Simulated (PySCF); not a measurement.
C4H6ClF, SMILES CC/C(F)=C/Cl.

The structure is a stationary point at B3LYP-D3(BJ)/def2-SVP. The structure was generated by enumeration; whether it is a known compound was not checked. Other conformers were not sampled.

Two levels are set side by side: PBE/def2-TZVP (PySCF) and r2SCAN/def2-TZVP (PySCF). Same geometry, gas phase. Differences are taken from unrounded values.

```
quantity                       PBE
---------------------------  -----
orbital gap (eV)              4.97
highest occupied level (eV)  -5.85
lowest empty level (eV)      -0.88
dipole moment (D)             2.56
mean polarisability (bohr³)   64.9
```

Problem. These are the PBE values. What does r2SCAN give? (Estimate from the structure and the level; the computed values follow.)

Solution. 
```
quantity                     r2SCAN  PBE minus r2SCAN
---------------------------  ------  ----------------
orbital gap (eV)               5.40             -0.43
highest occupied level (eV)   -6.07              0.22
lowest empty level (eV)       -0.67             -0.21
dipole moment (D)              2.73             -0.17
mean polarisability (bohr³)    63.7               1.3
```

Rough cost on one machine, each run with all the roots and properties that it gave: r2SCAN against PBE about 4 times.
